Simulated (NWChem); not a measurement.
Species: MoNH2O2F; SMILES [NH2][Mo](=[O])(=[O])[F]

```xyz
7

Mo     0.0474    -0.0188     0.0003
O      0.9736     0.1617     1.3812
O      0.9928     0.1623    -1.3674
F     -0.7704    -1.6805    -0.0057
N     -1.2704     1.3662    -0.0085
H     -1.5882     1.8477     0.8297
H     -1.5765     1.8481    -0.8510
```
Atoms are numbered in this order, from 1.

Level: PBE0/def2-SVP with def2 effective core potentials on Mo (NWChem), optimised geometry, unscaled harmonic frequencies. def2 effective core potentials on Mo; no spin-orbit coupling.

```csv
frequency (cm⁻¹),IR intensity (km/mol)
203,1.4
219,4.2
235,0.0
264,20.7
342,0.2
382,2.0
523,193.5
660,8.2
708,127.7
747,105.5
1052,244.0
1074,93.6
1504,42.1
3573,139.8
3680,72.4
```

```json
{
  "zero_point_energy": "21.7 kcal/mol",
  "thermal correction to the enthalpy at 298.15 K (with zero-point energy)": "26.1 kcal/mol",
  "heat capacity Cv": "20.6 cal/(mol K)",
  "entropy at 298.15 K and 1 atm (symmetry number 1)": "79.1 cal/(mol K)"
}
```

Rigid rotor and harmonic oscillator.
